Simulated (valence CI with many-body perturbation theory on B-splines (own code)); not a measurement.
Results of a calculation; reference values are marked as such.
# Assign the levels of Rb⁶⁺

Level of theory: configuration interaction combined with many-body perturbation theory (CI+MBPT): three valence electrons over a frozen Dirac-Fock core [Ar] 3d10, a basis of 11 s, 11 p, 9 d, 7 f, 5 g, 2 h, 1 i functions for each j, with the one-electron correlation potential Σ1 (screened to all orders), the two-electron term Σ2, the three-electron term Σ3, Breit, model QED; selected single and double excitations, second order for the rest, scaled by the run's own slope (own B-spline code, finite nucleus).

Set against measurement, 19 paired levels are off by 89 cm⁻¹ on average, the worst by 214. These come from a selection out of Sansonetti, J. Phys. Chem. Ref. Data 35, 301 (2006). Levels without a partner in it may be off by more.

```
No.    J  Parity  E (cm⁻¹)      g
  1  1/2     odd         0  0.665
  2  3/2     odd     10465  1.334
  3  1/2    even    122160  2.659
  4  3/2    even    126590  1.732
  5  5/2    even    131980  1.590
  6  3/2    even    160590  0.807
  7  5/2    even    162090  1.211
  8  1/2    even    190690  1.647
  9  1/2    even    202930  1.031
 10  3/2    even    207050  1.329
 11  3/2    even    255890  0.800
 12  5/2    even    257170  1.200
 15  5/2     odd    314800  1.200
 16  1/2     odd    342350  0.665
```

Energies count from the lowest level. Strongly mixed levels and levels close to another of their J and parity are left out, so the numbers can have gaps.

**Question.** Give configuration and LS term of each level.

**Answer.** 1: 4s²4p ²P°; 2: 4s²4p ²P°; 3: 4s4p² ⁴P; 4: 4s4p² ⁴P; 5: 4s4p² ⁴P; 6: 4s4p² ²D; 7: 4s4p² ²D; 8: 4s4p² ²S; 9: 4s4p² ²P; 10: 4s4p² ²P; 11: 4s²4d ²D; 12: 4s²4d ²D; 15: 4p³ ²D°; 16: 4p³ ²P°.
